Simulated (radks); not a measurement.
Excited configurations of the tantalum ion Ta+: one electron is placed in a higher orbital outside [Xe] 4f14 5d3. The ground configuration is [Xe] 4f14 5d3 6s1. All-electron calculation, Dirac Kohn-Sham, LDA (Slater exchange, Perdew-Wang correlation), spin-unpolarised, spherical densities, point nucleus; open shells are shared between the two j in proportion to 2j + 1. Program: a radial shooting solver on a logarithmic mesh with Libxc functionals. Excitation = E - E(ground); binding = E(ion) - E, where the ion is the core of charge +2; n* = 2/sqrt(2 binding) in atomic units, and the quantum defect is n - n*. Eigenvalue and <r> are those of j = l + 1/2.

outer orbital  excitation (eV)  binding (eV)     n*  quantum defect  eigenvalue (eV)
6p                       5.136        10.165  2.314           3.686           -7.307
6d                      10.057         5.243  3.222           2.778           -3.823
7p                      10.393         4.907  3.330           3.670           -3.760
7d                      12.146         3.154  4.154           2.846           -2.428
7f                      13.562         1.738  5.595           1.405           -1.358

The Delta-SCF ionisation energy is 15.300 eV (NIST Atomic Spectra Database: 16.2 eV, semi-empirical). Self-interaction in the functional shifts the binding energies and quantum defects, so they are the method's values and not measured ones. Spin polarisation and multiplet splitting are left out, so open shells lie too high by an amount that depends on their filling. Sharing an open shell by 2j + 1 raises it above the true ground level by a part of the spin-orbit splitting, which enters the differences from NIST.

Beside tabulated values, note that spin-unpolarised runs miss the spin-polarisation part of the exchange energy of open shells.
